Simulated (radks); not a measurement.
The numbers below are computed, except where a source is named.
Coulomb parameter of the 4f shell of the terbium ion Tb+ in the model configuration [Xe] 4f7 5d2 6s1, as a second difference U = [E(n + 1) + E(n - 1) - 2 E(n)] / (1)^2 with all orbitals relaxed. "Bare": the charge of the atom changes with n. "Screened": the 5d shell takes up the change at fixed total charge, which measures U(4f,4f) + U(5d,5d) - 2 U(4f,5d). Code: a radial shooting solver on a logarithmic mesh with Libxc functionals. Model: scalar-relativistic Kohn-Sham, SCAN, spin-unpolarised, spherical densities, finite nucleus; meta-GGA in the generalised Kohn-Sham scheme; Fermi nuclear charge, rms radius 5.06 fm.

| case | configuration | E - E(n) (eV) |
|---|---|---|
| start | [Xe] 4f7 5d2 6s1 | 0.000 |
| bare +1 | [Xe] 4f8 5d2 6s1 | -14.522 |
| bare -1 | [Xe] 4f6 5d2 6s1 | 31.106 |
| screened +1 | [Xe] 4f8 5d1 6s1 | -9.834 |
| screened -1 | [Xe] 4f6 5d3 6s1 | 15.641 |

U(bare) = 16.585 eV, U(screened by 5d) = 5.807 eV, against the Slater integral F0(4f,4f) = 31.805 eV with frozen orbitals.
